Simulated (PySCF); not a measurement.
# Which determinant of TaH lies lowest?

Unrestricted PBE0; Ta cc-pVDZ-PP with ECP60, H cc-pVDZ; scalar-relativistic core potentials (PySCF 2.14). Outer shells of the fragments: Ta 5d3 6s2; H 1s1.

Followed along the bond (rough minima from three points):

| 2Ms+1 | unpaired | ⟨S²⟩ at the start | R at minimum (Å) | Te (eV) |
| --- | --- | --- | --- | --- |
| 5 | σ ↑, π ↑↑, δ ↑ | 6.01 | 1.77 | 0.00 |
| 5 | σ ↑, π ↑, δ ↑↑ | 6.01 | 1.78 | 0.08 |
| 3 | π ↑, δ ↑ | 2.45 | 1.75 | 0.23 |
| 3 | π ↑, δ ↑ | 2.01 | 1.74 | 0.38 |
| 3 | π ↑↑ | 2.01 | 1.72 | 0.60 |
| 1 | π ↑, δ ↓ | 1.48 | 1.75 | 0.62 |

Solutions found at the starting distance of 1.680 Å, counted from the lowest of them; the search is not exhaustive and high or unbound solutions are not listed, so other states can lie among these:

| 2Ms+1 | unpaired | term | E (eV) | ⟨S²⟩ | ⟨Lz²⟩ | μ (D) |
| --- | --- | --- | --- | --- | --- | --- |
| 5 | σ ↑, π ↑↑, δ ↑ | ⁵Δ | 0.00 | 6.01 | 4.00 | -1.75 |
| 5 | σ ↑, π ↑, δ ↑↑ | ⁵Π | 0.10 | 6.01 | 1.09 | -1.92 |
| 3 | π ↑, δ ↑ | mixed | 0.21 | 2.45 | 5.61 | -1.44 |
| 3 | π ↑, δ ↑ | mixed | 0.35 | 2.01 | 5.17 | -1.24 |
| 3 | π ↑↑ | ³Σ⁻ | 0.56 | 2.01 | 0.00 | -1.35 |
| 1 | π ↑, δ ↓ | mixed | 0.60 | 1.48 | 4.78 | -1.20 |
| 3 | δ ↑↑ | ³Σ⁻ | 0.71 | 2.19 | 0.00 | -0.25 |
| 1 | π ↓, δ ↑ | mixed | 0.75 | 1.03 | 5.06 | -1.10 |
| 3 | σ ↑, π ↑↓, δ ↑ | mixed | 0.93 | 3.01 | 5.97 | -1.86 |
| 3 | σ ↑, π ↑↓, δ ↑ | mixed | 0.97 | 3.00 | 6.00 | -1.87 |
| 1 | δ ↑↓ | mixed | 1.00 | 1.00 | 8.01 | -1.01 |
| 1 | π ↑↓ | mixed | 1.01 | 1.20 | 2.42 | -1.41 |
| 3 | σ ↓, π ↑↑, δ ↑ | mixed | 1.08 | 3.01 | 4.00 | -1.84 |
| 1 | σ ↓, π ↑↑, δ ↓ | mixed | 1.17 | 2.01 | 4.00 | -2.09 |

A term symbol is given only where ⟨S²⟩ and ⟨Lz²⟩ are close to those of a pure state; real π, δ and φ orbitals otherwise mix terms. A positive dipole means Ta(−)H(+).

Spin–orbit coupling is left out. With d or f electrons several states lie close, and the lowest PBE0 determinant need not be the measured ground state.
